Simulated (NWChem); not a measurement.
System: C3H2FN; SMILES F/C=C/C#N

Computed with NWChem. Structure relaxed at the PBE0/def2-SVP level. Level: B3LYP/def2-SVP with COSMO at NWChem's default radii, gas-phase geometry; the question gives the dielectric constant.

Question: Estimate the computed values for dielectric constant 25.0. Quantities: electrostatic solvation energy (kcal/mol); dipole in solution (D).

Answer: 
```
Property                                   Value
-----------------------------------------  -----
electrostatic solvation energy (kcal/mol)   -5.9
dipole in solution (D)                      3.78
```
